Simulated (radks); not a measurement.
Q: These are the eigenvalues of the occupied orbitals of an atom or ion with whole-number occupations (Ry). Calculated with a radial shooting solver on a logarithmic mesh with Libxc functionals: scalar-relativistic Kohn-Sham, r2SCAN, spin-polarised, spherical densities, finite nucleus; meta-GGA in the generalised Kohn-Sham scheme; Fermi nuclear charge, rms radius of each element as measured or else 0.836 A^(1/3) + 0.57 fm.

orbital  eigenvalue
1s up     -4230.304
1s down   -4230.269
2s up     -719.1983
2s down   -719.1913
2p up     -636.8344
2p down   -636.8115
3s up     -168.2417
3s down   -168.0472
3p up     -143.0603
3p down   -142.8598
3d up     -111.4923
3d down   -111.3322
4s up     -40.20931
4s down   -39.78842
4p up     -31.86337
4p down   -31.44814
4d up     -20.62847
4d down   -20.20469
5s up     -11.31441
5s down   -10.70652
5p up      -9.03815
4f up      -8.26478
4f down    -7.81234

Which element is it, and in what charge state? The configuration may be excited. Open shells, if any, are filled with parallel spins first.

A: Z = 68, erbium, charge +7: Er7+ in [Kr] 4d10 4f10 5s2 5p3. The list shows which subshells hold electrons but not how many an open one holds; the 1s level, -2115.2 hartree, gives Z - s = 65.0 by -(Z - s)^2/2, which with screening and relativity narrows Z to a few neighbours, and the depths of the outer levels then fix element, charge and occupations together.
